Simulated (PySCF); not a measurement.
PySCF job for Al(F)(Cl)(NH2) (AlClFH2N), SMILES [NH2][Al]([F])[Cl], TDDFT-ωB97X/def2-SVPD. The structure is a stationary point at B3LYP-D3(BJ)/def2-SVP. The values are those of a single conformer.

```python
import numpy as np
from pyscf import gto, scf, dft, tdscf

mol = gto.M(
    atom='''
    Al   -0.06842191    0.40329769    0.00000000
    F    -1.59486444    1.05572545    0.00000000
    Cl    0.13621652   -1.67899446    0.00000000
    N     1.33367283    1.45628524    0.00000000
    H     2.29599805    1.13379976    0.00000000
    H     1.29587618    2.47071039    0.00000000
    ''',
    basis='def2-SVPD',
    charge=0,
    spin=0,
    symmetry=True,
    max_memory=1600,
    verbose=4,
)
mf = dft.RKS(mol, xc='wb97x').density_fit(auxbasis='def2-universal-jkfit')
mf.grids.level = 3
mf.conv_tol = 1e-9
mf.max_cycle = 100
mf.kernel()
mf.grids = dft.Grids(mol).set(level=1).build(with_non0tab=True)  # coarser grid for the response kernel
td = tdscf.TDDFT(mf)
td.singlet = True
td.nstates = 10
td.conv_tol = 1e-4
td.kernel(x0=td.get_init_guess(mf, 15))
td.analyze()
tt = tdscf.TDA(mf)
tt.singlet = False
tt.nstates = 4
tt.conv_tol = 1e-4
tt.kernel(x0=tt.get_init_guess(mf, 9))
tt.analyze(verbose=3)
```

It prints:

```
PySCF version 2.14.0

[INPUT] verbose = 4
[INPUT] num. atoms = 6
[INPUT] num. electrons = 48
[INPUT] charge = 0
[INPUT] spin (= nelec alpha-beta = 2S) = 0
[INPUT] symmetry True subgroup None
[INPUT] Mole.unit = angstrom
[INPUT] Symbol           X                Y                Z      unit          X                Y                Z       unit  Magmom
[INPUT]  1 Al    -0.068421910000   0.403297690000   0.000000000000 AA   -0.129298670820   0.762122180770   0.000000000000 Bohr   0.0
[INPUT]  2 F     -1.594864440000   1.055725450000   0.000000000000 AA   -3.013856997408   1.995031963233   0.000000000000 Bohr   0.0
[INPUT]  3 Cl     0.136216520000  -1.678994460000   0.000000000000 AA    0.257411916441  -3.172839694062   0.000000000000 Bohr   0.0
[INPUT]  4 N      1.333672830000   1.456285240000   0.000000000000 AA    2.520276388474   2.751980262847   0.000000000000 Bohr   0.0
[INPUT]  5 H      2.295998050000   1.133799760000   0.000000000000 AA    4.338807497035   2.142571026498   0.000000000000 Bohr   0.0
[INPUT]  6 H      1.295876180000   2.470710390000   0.000000000000 AA    2.448851071548   4.668965970217   0.000000000000 Bohr   0.0

nuclear repulsion = 196.212006637982
point group symmetry = Cs
symmetry origin: [3.54323653e-09 1.18107883e-09 0.00000000e+00]
symmetry axis x: [1.00000000e+00 2.64504056e-09 0.00000000e+00]
symmetry axis y: [-2.64504056e-09  1.00000000e+00  0.00000000e+00]
symmetry axis z: [0. 0. 1.]
num. orbitals of irrep A' = 78
num. orbitals of irrep A" = 32
number of shells = 46
number of NR pGTOs = 170
number of NR cGTOs = 110
basis = def2-SVPD
ecp = {}


[settings echo left out]
init E= -858.240957381455
HOMO (A") = -0.335473837872604  LUMO (A') = -0.0645040620162987  gap/eV = 7.37346
cycle= 1 E= -858.170620475416  delta_E= 0.0703  |g|= 0.646  |ddm|= 3.03
HOMO (A") = -0.348266472881491  LUMO (A') = 0.0299093965654067  gap/eV = 10.29069
cycle= 2 E= -858.179112198388  delta_E= -0.00849  |g|= 0.705  |ddm|= 1.36
HOMO (A") = -0.394701983717291  LUMO (A') = 0.0265974359324028  gap/eV = 11.46414
cycle= 3 E= -858.259347123849  delta_E= -0.0802  |g|= 0.0573  |ddm|= 0.506
HOMO (A") = -0.396818098724345  LUMO (A') = 0.0291697764013357  gap/eV = 11.59172
cycle= 4 E= -858.260128248183  delta_E= -0.000781  |g|= 0.0257  |ddm|= 0.115
HOMO (A") = -0.390652752060685  LUMO (A') = 0.0298326431716847  gap/eV = 11.44199
cycle= 5 E= -858.26031331997  delta_E= -0.000185  |g|= 0.00829  |ddm|= 0.0437
HOMO (A") = -0.392628880503692  LUMO (A') = 0.0294696982328464  gap/eV = 11.48589
cycle= 6 E= -858.260331311336  delta_E= -1.8e-05  |g|= 0.0019  |ddm|= 0.0114
HOMO (A") = -0.392428509644584  LUMO (A') = 0.0294280437862082  gap/eV = 11.47930
cycle= 7 E= -858.260333256208  delta_E= -1.94e-06  |g|= 0.000501  |ddm|= 0.00452
HOMO (A") = -0.392515581562319  LUMO (A') = 0.0293869505109789  gap/eV = 11.48055
cycle= 8 E= -858.260333412566  delta_E= -1.56e-07  |g|= 9.69e-05  |ddm|= 0.00163
HOMO (A") = -0.392520662782156  LUMO (A') = 0.0293818429029171  gap/eV = 11.48055
cycle= 9 E= -858.260333420564  delta_E= -8e-09  |g|= 2.13e-05  |ddm|= 0.000549
HOMO (A") = -0.392520278554418  LUMO (A') = 0.0293820008726002  gap/eV = 11.48055
cycle= 10 E= -858.260333420913  delta_E= -3.49e-10  |g|= 6.15e-06  |ddm|= 0.000116
HOMO (A") = -0.392520856747949  LUMO (A') = 0.0293813917613579  gap/eV = 11.48054
Extra cycle  E= -858.260333420934  delta_E= -2.14e-11  |g|= 2.64e-06  |ddm|= 2.12e-05
converged SCF energy = -858.260333420934
tot grids = 28032


******** <class 'pyscf.tdscf.rks.TDDFT'> for <class 'pyscf.df.df_jk.DFSymAdaptedRKS'> ********
nstates = 10 singlet
deg_eia_thresh = 1.000e-03
wfnsym = None
conv_tol = 0.0001
eigh lindep = 1e-12
eigh level_shift = 0
eigh max_cycle = 100


Excitation energies (eV)
[6.33054937 7.79455263 7.92313377 7.97481448 8.21705755 8.61160177
 8.89226971 9.02384711 9.04941807 9.36125684]

** Singlet excitation energies and oscillator strengths **
Excited State   1:   A"      6.33055 eV    195.85 nm  f=0.0561
      24 -> 25        0.67190
      24 -> 29       -0.18603
Excited State   2:   A'      7.79455 eV    159.07 nm  f=0.0176
      23 -> 25       -0.51172
      23 -> 27       -0.18231
      24 -> 26        0.42265
Excited State   3:   A'      7.92313 eV    156.48 nm  f=0.1452
      23 -> 25       -0.39346
      23 -> 27       -0.14880
      24 -> 26       -0.54428
Excited State   4:   A"      7.97481 eV    155.47 nm  f=0.0945
      22 -> 25        0.58509
      22 -> 27        0.19383
      24 -> 27        0.29986
Excited State   5:   A"      8.21706 eV    150.89 nm  f=0.0031
      22 -> 25       -0.26096
      22 -> 27       -0.14761
      24 -> 27        0.58767
      24 -> 28        0.15573
      24 -> 34        0.10057
Excited State   6:   A"      8.61160 eV    143.97 nm  f=0.0005
      23 -> 26       -0.69007
Excited State   7:   A"      8.89227 eV    139.43 nm  f=0.0005
      24 -> 27        0.12640
      24 -> 28       -0.48310
      24 -> 29       -0.14942
      24 -> 31       -0.25299
      24 -> 34       -0.22447
      24 -> 35       -0.23051
      24 -> 38        0.19054
Excited State   8:   A"      9.02385 eV    137.40 nm  f=0.0001
      24 -> 28        0.29631
      24 -> 30        0.35015
      24 -> 31       -0.38604
      24 -> 34       -0.12299
      24 -> 35       -0.21541
      24 -> 37       -0.20152
Excited State   9:   A'      9.04942 eV    137.01 nm  f=0.0421
      21 -> 25       -0.35424
      21 -> 27       -0.12563
      22 -> 26        0.56557
Excited State  10:   A'      9.36126 eV    132.44 nm  f=0.2786
      20 -> 25       -0.18156
      21 -> 25        0.51153
      21 -> 27        0.12291
      22 -> 26        0.33676

** Transition electric dipole moments (AU) **
state          X           Y           Z        Dip. S.      Osc.
  1        -0.0000      0.0000     -0.6016      0.3619      0.0561
  2        -0.0613      0.2973      0.0000      0.0921      0.0176
  3        -0.7482     -0.4336     -0.0000      0.7478      0.1452
  4         0.0000      0.0000      0.6954      0.4836      0.0945
  5        -0.0000      0.0000     -0.1237      0.0153      0.0031
  6         0.0000      0.0000      0.0477      0.0023      0.0005
  7         0.0000     -0.0000     -0.0472      0.0022      0.0005
  8        -0.0000     -0.0000     -0.0162      0.0003      0.0001
  9        -0.3287     -0.2862     -0.0000      0.1900      0.0421
 10         0.1990      1.0840     -0.0000      1.2146      0.2786

** Transition velocity dipole moments (imaginary part, AU) **
state          X           Y           Z        Dip. S.      Osc.
  1        -0.0000      0.0000     -0.1449      0.0210      0.0601
  2        -0.0170      0.0853      0.0000      0.0076      0.0176
  3        -0.2167     -0.1263     -0.0000      0.0629      0.1441
  4         0.0000     -0.0000      0.2026      0.0411      0.0934
  5        -0.0000      0.0000     -0.0321      0.0010      0.0023
  6        -0.0000      0.0000      0.0145      0.0002      0.0004
  7         0.0000     -0.0000     -0.0155      0.0002      0.0005
  8         0.0000     -0.0000     -0.0035      0.0000      0.0000
  9        -0.1088     -0.0988     -0.0000      0.0216      0.0433
 10         0.0718      0.3797     -0.0000      0.1493      0.2893

** Transition magnetic dipole moments (imaginary part, AU) **
state          X           Y           Z
  1         0.6934     -0.6055      0.0000
  2         0.0000      0.0000      0.4301
  3        -0.0000     -0.0000      0.1589
  4         0.5342      0.2024     -0.0000
  5        -0.2919     -0.1654      0.0000
  6        -0.0630      0.1995     -0.0000
  7         0.3482      0.2076     -0.0000
  8         0.0985      0.1053     -0.0000
  9        -0.0000     -0.0000     -0.1639
 10         0.0000      0.0000      0.5756


******** <class 'pyscf.tdscf.rks.TDA'> for <class 'pyscf.df.df_jk.DFSymAdaptedRKS'> ********
nstates = 4 triplet
deg_eia_thresh = 1.000e-03
wfnsym = None
conv_tol = 0.0001
eigh lindep = 1e-12
eigh level_shift = 0
eigh max_cycle = 100


Excitation energies (eV)
[6.05042471 6.90654204 7.56574078 7.72768316]

** Triplet excitation energies and oscillator strengths **
Excited State   1:   A"      6.05042 eV    204.92 nm  f=0.0000
Excited State   2:   A'      6.90654 eV    179.52 nm  f=0.0000
Excited State   3:   A'      7.56574 eV    163.88 nm  f=0.0000
Excited State   4:   A"      7.72768 eV    160.44 nm  f=0.0000
```

The run converged.
